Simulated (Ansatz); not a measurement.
CH7BOSi2, SMILES `[SiH3]B1C[SiH2]O1`. Total charge 0; spin multiplicity 1. All single points use the PBE0-D4/def2-TZVP geometry.

```xyz
12

Si   -0.393   -1.486   -1.622
B    -0.240   -0.143   -0.113
C     1.053    0.603    0.486
Si   -0.287    1.313    1.556
O    -1.306    0.318    0.623
H     0.469   -2.667   -1.326
H    -1.781   -1.962   -1.862
H     0.122   -0.875   -2.881
H     1.791   -0.053    0.951
H     1.566    1.270   -0.208
H    -0.651    2.744    1.402
H    -0.342    0.938    2.992
```

Problem. What is the dipole moment at B3LYP/def2-TZVPP? (An estimate is asked.)

Solution. The calculation gave: 1.96 D, with components (1.36, 1.05, 0.94) D in this frame, pointing from negative to positive charge.

Problem. And with PBE, r2SCAN, ωB97M-V? (Best estimate.)

Solution. Ansatz gave: PBE 1.91 D, r2SCAN 1.93 D, ωB97M-V 1.95 D.

Problem. Give the Mulliken charges with B3LYP, r2SCAN, PBE in def2-TZVPP. (Best estimate.)

Solution. Computed: 
| atom | B3LYP | r2SCAN | PBE |
| --- | --- | --- | --- |
| Si1 | 0.10 | 0.15 | 0.05 |
| B2 | 0.33 | 0.31 | 0.27 |
| C3 | -0.37 | -0.36 | -0.32 |
| Si4 | 0.41 | 0.43 | 0.33 |
| O5 | -0.32 | -0.34 | -0.25 |
| H6 | -0.07 | -0.08 | -0.05 |
| H7 | -0.07 | -0.07 | -0.06 |
| H8 | -0.07 | -0.08 | -0.05 |
| H9 | 0.11 | 0.09 | 0.11 |
| H10 | 0.11 | 0.09 | 0.11 |
| H11 | -0.07 | -0.08 | -0.06 |
| H12 | -0.07 | -0.08 | -0.06 |

B3LYP here is the variant with VWN-RPA as its local correlation; programs differ in this.
